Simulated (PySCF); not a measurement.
# Carbon: a sound run and one with changed settings

Sound run: C⁺ [He] 2s2 2p1, C²⁺ [He] 2s2. Computed with PySCF 2.14 in def2-TZVP (5s3p2d1f, 31 functions), with the non-relativistic Hamiltonian (point nucleus). The sound run starts from symmetry-adapted Hartree-Fock orbitals and uses a fine grid where one is needed.

Changed run: 6 angular points. This setting is unsound on purpose.

| species | method | sound run (hartree) | changed run (hartree) | converged |
| --- | --- | --- | --- | --- |
| C⁺ | UHF | -37.29554 | -37.29554 | yes |
| C⁺ | MN15 | -37.39382 | -37.38766 | yes |
| C⁺ | r2SCAN | -37.40425 | -37.89456 | yes |
| C²⁺ | UHF | -36.40730 | -36.40730 | yes |
| C²⁺ | MN15 | -36.49622 | -36.49622 | yes |
| C²⁺ | r2SCAN | -36.48540 | -36.48540 | yes |

Ionisation energy of C⁺:

```json
{"method": "UHF", "sound run (eV)": "24.170", "changed run (eV)": "24.170"}
{"method": "MN15", "sound run (eV)": "24.425", "changed run (eV)": "24.257"}
{"method": "r2SCAN", "sound run (eV)": "25.003", "changed run (eV)": "38.345"}
```

A coarse angular grid integrates products of high-l functions wrongly, so density functionals can shift, and the SCF can exploit the error; Hartree-Fock and MP2 need no grid.

For comparison, NIST gives 24.383 eV between the lowest levels.
